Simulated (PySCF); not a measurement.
How methods differ on the excitation energy of N⁺

N⁺ [He] 2s2 2p2 (3P) → N⁺ [He] 2s2 2p1 3s1 (3P), as a difference of total energies. Computed with PySCF 2.14 in aug-cc-pVTZ (5s4p3d2f, 46 functions), with no relativity, point nucleus. Correlated levels: valence: 1s2 frozen. The calculations carry no spin-orbit coupling.

| method | excitation energy (cm⁻¹) | error (cm⁻¹) |
| --- | --- | --- |
| UHF | 148200 | -724 |
| LDA | 151010 | +2082 |
| PBE | 149740 | +819 |
| PBE0 | 150430 | +1504 |
| r2SCAN | 153610 | +4689 |
| BP86 | 149910 | +987 |
| PW91 | 150410 | +1483 |
| MN15 | 151000 | +2074 |
| B3LYP | 150540 | +1613 |
| MP2 (valence) | 149620 | +699 |
| SCS-MP2 (valence) | 148810 | -115 |

Reference: 148920 cm⁻¹ (measured; NIST levels, between the centres of gravity of the two terms).

Errors of the correlated levels include the incompleteness of this basis and the frozen core.
